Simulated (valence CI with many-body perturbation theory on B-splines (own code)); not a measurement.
Eu⁴⁹⁺: electric-dipole lines

Method: relativistic CI+MBPT: four valence electrons over a frozen Dirac-Fock core [Ne], radial functions for each j: 11 s, 11 p, 10 d, 8 f, 5 g, 2 h, with the one-electron correlation potential Σ1, the two-electron term Σ2, the three-electron term Σ3, Breit, model QED; selected CI, second order for the rest, scaled by the run's own slope (own B-spline code, finite nucleus).

The last digits are not significant, and no measured levels were compared; by estimate large intervals hold to a few tenths of a per cent, small ones and those within an open d or f shell to about a per cent. Among the levels kept, up to 590 cm⁻¹ of a level comes from second order outside the variational space, and about a tenth of that is noise between levels of different J, which matters for small intervals.

Lines 51 to 100 of 575 in falling wavelength, among levels below 75.537 Ry, chosen from the strongest by gf and those to the six lowest levels. Wavelengths and rates use the calculated energies. Electric multipoles are in the length gauge, E1 and E2 with the static RPA response of the core. Weak lines are less certain than strong ones. Lines between different terms over intervals too small for the method are left out, as are lines whose strength nearly cancels. The highest levels of a list are the least certain.

Levels are named by their leading jj configuration (3d3/2^4 stands for four electrons in 3d with j = 3/2), which in mixed levels can hold well under half, so a name can repeat and another be missing. Letters in brackets count levels of one name in rising energy.

```tsv
λ vac (Å)	Upper	Lower	A (s⁻¹)	S (a.u.) with core polarisation	S without
87.94	(3p1/2^2 3d3/2 3d5/2) J=2	(3s 3p1/2 3d3/2 3d5/2) J=1 [c]	1.36e+10	2.29e-02	2.33e-02
87.20	(3p1/2^2 3p3/2 3d5/2) J=2	(3s 3p1/2 3p3/2 3d5/2) J=2 [b]	2.23e+10	3.64e-02	3.71e-02
85.54	(3p1/2 3p3/2^3) J=2	(3s 3p3/2^3) J=2	1.41e+10	2.18e-02	2.22e-02
85.06	(3p1/2^2 3p3/2 3d5/2) J=2	(3s 3p1/2 3p3/2 3d5/2) J=3 [b]	1.49e+10	2.26e-02	2.30e-02
84.88	(3s 3p1/2^2 3p3/2) J=1	(3s^2 3p1/2 3p3/2) J=2	2.64e+10	2.39e-02	2.43e-02
84.53	(3p1/2^2 3d3/2 3d5/2) J=2	(3s 3p1/2 3d3/2 3d5/2) J=2 [b]	2.44e+10	3.64e-02	3.70e-02
83.99	(3s 3p1/2 3p3/2^2) J=1 [a]	(3s^2 3p3/2^2) J=2	9.35e+09	8.20e-03	8.35e-03
83.42	(3s 3p1/2 3p3/2 3d3/2) J=2 [a]	(3s 3p1/2 3p3/2^2) J=3	1.71e+10	2.45e-02	2.49e-02
83.04	(3s 3p1/2 3p3/2^2) J=2 [b]	(3s^2 3p3/2^2) J=2	1.54e+10	2.17e-02	2.21e-02
82.94	(3p1/2^2 3d3/2^2) J=2	(3s 3p1/2 3d3/2^2) J=3	4.22e+10	5.94e-02	6.05e-02
82.87	(3p1/2 3p3/2^3) J=1	(3s 3p3/2^3) J=2	2.76e+10	2.33e-02	2.37e-02
82.61	(3p1/2 3p3/2^2 3d5/2) J=3 [a]	(3s 3p3/2^2 3d5/2) J=4 [a]	2.84e+10	5.52e-02	5.62e-02
81.21	(3p1/2^2 3p3/2 3d5/2) J=3	(3s 3p1/2 3p3/2 3d5/2) J=4 [b]	2.07e+10	3.82e-02	3.89e-02
81.01	(3s 3p1/2 3p3/2 3d5/2) J=3 [c]	(3s^2 3p3/2 3d5/2) J=4	1.88e+10	3.46e-02	3.52e-02
80.77	(3p1/2^2 3d3/2 3d5/2) J=4	(3s 3p1/2 3d3/2 3d5/2) J=4 [b]	1.41e+10	3.30e-02	3.36e-02
80.59	(3s 3p1/2^2 3p3/2) J=1	(3s^2 3p1/2 3p3/2) J=1	8.01e+09	6.21e-03	6.31e-03
80.56	(3p1/2 3p3/2^2 3d5/2) J=4 [b]	(3s 3p3/2^2 3d5/2) J=4 [a]	2.22e+10	5.15e-02	5.24e-02
80.33	(3s 3p1/2 3p3/2 3d3/2) J=2 [e]	(3s^2 3p3/2 3d3/2) J=3	1.89e+10	2.42e-02	2.46e-02
80.16	(3p1/2^2 3p3/2 3d5/2) J=2	(3s 3p1/2 3p3/2 3d5/2) J=3 [a]	2.65e+10	3.36e-02	3.42e-02
80.13	(3s 3p1/2 3p3/2 3d5/2) J=4 [c]	(3s^2 3p3/2 3d5/2) J=4	1.21e+10	2.76e-02	2.80e-02
79.79	(3p1/2 3p3/2^2 3d5/2) J=4 [a]	(3s 3p3/2^2 3d5/2) J=5	3.11e+10	7.02e-02	7.14e-02
79.46	(3p1/2^2 3d3/2 3d5/2) J=4	(3s 3p1/2 3d3/2 3d5/2) J=5	5.43e+10	1.21e-01	1.23e-01
79.25	(3p1/2 3p3/2^2 3d3/2) J=2 [b]	(3s 3p3/2^2 3d3/2) J=3 [a]	1.80e+10	2.21e-02	2.25e-02
78.80	(3p1/2 3p3/2^2 3d3/2) J=3 [b]	(3s 3p3/2^2 3d3/2) J=4	3.80e+10	6.43e-02	6.54e-02
78.54	(3p1/2^2 3d3/2 3d5/2) J=3	(3s 3p1/2 3d3/2 3d5/2) J=4 [a]	4.74e+10	7.94e-02	8.08e-02
78.54	(3s 3p1/2 3p3/2^2) J=1 [b]	(3s^2 3p3/2^2) J=2	1.21e+10	8.65e-03	8.81e-03
78.17	(3p1/2^2 3p3/2 3d5/2) J=4	(3s 3p1/2 3p3/2 3d5/2) J=5	5.10e+10	1.08e-01	1.10e-01
78.03	(3s 3p1/2^2 3d3/2) J=1	(3s 3p1/2^2 3p3/2) J=1	9.83e+09	6.91e-03	7.03e-03
77.62	(3p1/2^2 3p3/2 3d3/2) J=3	(3s 3p1/2 3p3/2 3d3/2) J=4	5.83e+10	9.42e-02	9.59e-02
77.44	(3p1/2 3p3/2^2 3d5/2) J=5	(3s 3p3/2^2 3d5/2) J=5	2.61e+10	6.58e-02	6.70e-02
77.31	(3p1/2^2 3p3/2 3d3/2) J=2	(3s 3p1/2 3p3/2 3d3/2) J=3 [a]	3.64e+10	4.15e-02	4.22e-02
76.65	(3p1/2^2 3d3/2^2) J=2	(3s 3p1/2 3d3/2^2) J=2 [a]	2.83e+10	3.14e-02	3.20e-02
75.89	(3s 3p1/2 3p3/2 3d3/2) J=2 [b]	(3s 3p1/2 3p3/2^2) J=3	3.39e+10	3.66e-02	3.72e-02
75.51	(3p1/2 3p3/2^2 3d3/2) J=2 [c]	(3s 3p3/2^2 3d3/2) J=3 [a]	2.04e+10	2.17e-02	2.21e-02
75.40	(3s 3p1/2^2 3d3/2) J=2	(3s 3p1/2^2 3p3/2) J=1	2.63e+09	2.79e-03	2.84e-03
73.55	(3p1/2^2 3d3/2 3d5/2) J=2	(3s 3p1/2 3d3/2 3d5/2) J=3 [a]	3.25e+10	3.19e-02	3.25e-02
72.18	(3s^2 3p1/2 3d3/2) J=2	(3s^2 3p1/2 3p3/2) J=2	4.96e+09	4.60e-03	4.67e-03
71.79	(3p1/2^2 3p3/2 3d3/2) J=1	(3s 3p1/2 3p3/2 3d3/2) J=2 [b]	5.35e+10	2.93e-02	2.98e-02
71.46	(3p1/2^2 3d3/2^2) J=2	(3p1/2^2 3p3/2 3d3/2) J=3	1.96e+10	1.77e-02	1.80e-02
70.21	(3p1/2^2 3p3/2 3d5/2) J=4	(3s 3p1/2 3p3/2 3d5/2) J=4 [a]	2.68e+10	4.12e-02	4.20e-02
69.06	(3s^2 3p1/2 3d3/2) J=2	(3s^2 3p1/2 3p3/2) J=1	2.30e+08	1.87e-04	1.90e-04
67.92	(3s 3p1/2^2 3d3/2) J=1	(3s 3p1/2^2 3p3/2) J=2	3.53e+09	1.64e-03	1.66e-03
67.68	(3s 3p1/2 3d3/2 3d5/2) J=4 [b]	(3s 3p1/2 3p3/2 3d5/2) J=4 [b]	1.71e+10	2.35e-02	2.39e-02
65.92	(3s 3p1/2^2 3d3/2) J=2	(3s 3p1/2^2 3p3/2) J=2	1.03e+10	7.29e-03	7.40e-03
62.95	(3s^2 3p3/2 3d3/2) J=3	(3s^2 3p3/2^2) J=2	1.06e+09	9.11e-04	9.26e-04
62.91	(3p1/2^2 3d3/2 3d5/2) J=4	(3p1/2^2 3p3/2 3d5/2) J=4	2.80e+10	3.09e-02	3.14e-02
62.58	(3s^2 3p3/2 3d3/2) J=2	(3s^2 3p3/2^2) J=2	1.27e+08	7.69e-05	7.94e-05
62.31	(3s^2 3p3/2 3d3/2) J=1	(3s^2 3p3/2^2) J=2	4.38e+08	1.57e-04	1.58e-04
62.10	(3s 3p1/2 3d3/2 3d5/2) J=5	(3s 3p1/2 3p3/2 3d5/2) J=5	1.80e+10	2.35e-02	2.38e-02
60.54	(3s 3p1/2 3d5/2^2) J=3 [b]	(3s 3p1/2 3p3/2 3d5/2) J=2 [d]	9.01e+10	6.91e-02	7.01e-02
```
